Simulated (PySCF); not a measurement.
BH3N, SMILES B=[NH2+], charge +1.

Geometry: PBE0-D3(BJ)/def2-TZVP. The isomer is the one that the SMILES or the coordinates give; other isomers of the formula were not compared.

Two levels are set side by side: PBE/def2-TZVPD (PySCF) and r2SCAN/def2-TZVPD (PySCF). Same geometry, gas phase. Differences are taken from unrounded values.

```csv
quantity,r2SCAN,PBE,PBE minus r2SCAN
orbital gap (eV),6.40,5.61,-0.79
highest occupied level (eV),-15.82,-15.57,0.25
lowest empty level (eV),-9.42,-9.96,-0.54
mean polarisability (bohr³),17.3,17.6,0.3
```

Rough cost on one machine, each run with all the roots and properties that it gave: r2SCAN against PBE about 3 times.
